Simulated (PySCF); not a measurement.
A PySCF script (with the pyscf-properties extension) for the NMR shieldings of SMILES CCB(OC)OC, C₄H₁₁BO₂, on a GFN2-xTB geometry:

```python
import basis_set_exchange as bse
import numpy as np
from pyscf import gto, dft
from pyscf.prop import nmr

atoms = """
C    -0.540501    2.376890   -0.086307
C     0.518528    1.276331   -0.117217
B    -0.071212   -0.201158   -0.316705
O     0.709310   -1.322855   -0.364909
C     2.107813   -1.298770   -0.254124
O    -1.404858   -0.342768   -0.453231
C    -2.035943   -1.590894   -0.632725
H    -0.081180    3.354781    0.046956
H    -1.237074    2.204417    0.729086
H    -1.106131    2.380084   -1.013572
H     1.230077    1.492531   -0.919580
H     1.095680    1.314749    0.811292
H     2.556936   -0.695493   -1.048368
H     2.460392   -2.327701   -0.341186
H     2.418998   -0.890541    0.711731
H    -2.891969   -1.439858   -1.292842
H    -1.351621   -2.320280   -1.068032
H    -2.386007   -1.963146    0.333319
"""
names = dict.fromkeys(["C", "B", "O", "H"], "pcSseg-1")
basis = {el: gto.basis.parse(bse.get_basis(n, elements=[el], fmt="nwchem")) for el, n in names.items()}
mol = gto.M(atom=atoms, basis=basis, charge=0, verbose=0)
mf = dft.RKS(mol, xc="PBE0")
mf.grids.level = 2
mf.grids.alignment = dft.numint.BLKSIZE   # the property module wants whole blocks of grid points
mf.conv_tol = 1e-9
mf.kernel()

calc = nmr.RKS(mf)   # GIAO
C = mf.mo_coeff
Co = C[:, mf.mo_occ > 0]
resp = mf.gen_response(singlet=True, hermi=2)
def vind(x):   # induced exchange potential for any number of trial vectors
    d = np.einsum("pi,xij,qj->xpq", C, 2 * x.reshape(-1, C.shape[1], Co.shape[1]), Co, optimize=True)
    return np.einsum("xpq,pi,qj->xij", resp(d - d.transpose(0, 2, 1)), C, Co, optimize=True).ravel()
mo1, _ = nmr.rhf.solve_mo1(calc, with_cphf=vind)
sigma = calc.kernel(mo1)
for i, s in enumerate(sigma):   # ppm
    print("%2d %-2s %9.2f" % (i, mol.atom_pure_symbol(i), np.trace(s) / 3))
```

**Question.** What does it print?

**Answer.** 
```
 0 C     176.51
 1 C     177.99
 2 B      70.84
 3 O     229.86
 4 C     132.37
 5 O     231.51
 6 C     134.20
 7 H      30.77
 8 H      30.71
 9 H      30.71
10 H      31.03
11 H      31.02
12 H      28.03
13 H      27.78
14 H      28.00
15 H      28.05
16 H      27.26
17 H      28.09
```

These numbers come from an equivalent density-fitted implementation of the same equations, which agrees with the script to about 0.01 ppm for H and up to a few tenths of a ppm for heavy atoms, so last digits may differ.

Size and cost of the density-fitted run: 174 basis functions, 22 s wall time on 1 thread of an Arm Neoverse V1, shared host.
